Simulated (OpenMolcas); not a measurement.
Pr4+ in octahedral coordination: ligands and hosts compared

```json
{
  "Program": "OpenMolcas 26.06",
  "Method": "CASSCF",
  "Active space": "1 electron in 7 orbitals (4f)",
  "Spin-orbit coupling": "RASSI with atomic mean-field integrals over the reference wave functions"
}
```

Distances were set from a Shannon-type radius of the metal (high-spin where two are listed) plus a fixed donor radius (I 2.13, Br 1.91, Cl 1.76, H2O 1.36, O 1.38, F 1.31 Å), in hosts weighted 0.65 to 0.35 with the host's distance in the model lattice. Anionic complexes are neutralised by point charges, and hosts are embedded clusters. Ligand basis ANO-RCC-VDZP. States (labels of the rotation group of each site). Energies in cm-1 above the lowest state or level, χT in cm3 K/mol.

```tsv
Ligand or host	R (Å)	Metal basis	Outer charge (e at Å behind ligand)	Ground state	First state of that spin	First gap with spin-orbit (degeneracies)	Width of lowest J	χT at 300 K
I	2.98	ANO-RCC-VTZP	0.33 at 3.2	2A2	2T2 610.0	909.1 (2, 4)	909	0.425
Cs2NaYBr6	2.762	ANO-RCC-VDZP		2A2	2T2 615.2	942.7 (2, 4)	943	0.415
Br	2.76	ANO-RCC-VTZP	0.33 at 2.4	2A2	2T2 648.6	954.9 (2, 4)	955	0.411
Cl	2.61	ANO-RCC-VDZP	0.33 at 2.4	2A2	2T2 672.1	986.8 (2, 4)	987	0.401
Cs2NaYCl6	2.613	ANO-RCC-VDZP		2A2	2T2 663.6	1025 (2, 4)	1025	0.391
H2O	2.21	ANO-RCC-VDZP		2A2	2T2 661.1	1255 (2, 4)	1255	0.339
O	2.23	ANO-RCC-VDZP	1.3 at 2.8	2A2	2T2 990.3	1263 (2, 4)	1263	0.330
F	2.16	ANO-RCC-VDZP	0.33 at 2.6	2A2	2T2 894.2	1357 (2, 4)	1357	0.318
Cs2NaYF6	2.166	ANO-RCC-VDZP		2A2	2T2 931.2	1446 (2, 4)	1446	0.302
```

The rows also differ in their metal basis and outer charges, so part of each step comes from that.

The width of the lowest J multiplet rises in the order I < Cs2NaYBr6 < Br < Cl < Cs2NaYCl6 < H2O < O < F < Cs2NaYF6, by a factor of 1.59 from first to last.

The oxide ions are held by bare point charges, a crude embedding (holds for O). No measured value stands beside these numbers; the geometry is a model, was not optimised and need not be the one that this ion takes.
